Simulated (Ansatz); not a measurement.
A made-up structure of CHSiTe, doublet:

| atom | x (Å) | y (Å) | z (Å) |
| --- | --- | --- | --- |
| C1 | -0.1401 | 0.9513 | -0.6347 |
| Si2 | -0.0094 | -0.4366 | 0.2988 |
| Te3 | 0.9945 | -2.1731 | 1.3822 |
| H4 | 2.1203 | -2.6403 | 2.5528 |

It is relaxed with PBE-D4/def2-SVP and then PBE0-D4/def2-TZVP (Ansatz 0.2.0). Atoms count as bonded within 1.22 times the sum of their covalent radii (H–H: 0.88 Å). The end point is not checked to be a true minimum.

(1) Does its bonding change? (A judgement: the text doesn't fix the answer.)

Results:

(1) Computed: Yes. Formed: C1–Te3; broken: Si2–Te3.

Where it ends: The first stage lowers the energy by 1.39 eV in 8 steps. It ends as CHSiTe ([Si][C][TeH]):
```
4
angstrom
C 0.4730 -0.4624 0.6189
Si -0.0029 1.1488 0.5755
Te 0.9525 -2.3552 0.4295
H 1.5426 -2.6299 1.9751
```

Labels in which every atom is bracketed show which atoms are joined, not bond orders.

For scale, one of the runs: PBE0-D4/def2-TZVP relaxation, 124 basis functions, launched by `ansatz run in.yaml --threads 2 --pin off --events-out ev --progress --plain --max-ram 4352MiB`. Hardware: 2 CPU threads of an Intel Xeon 6975P-C, shared host. Wall time about 110 s.
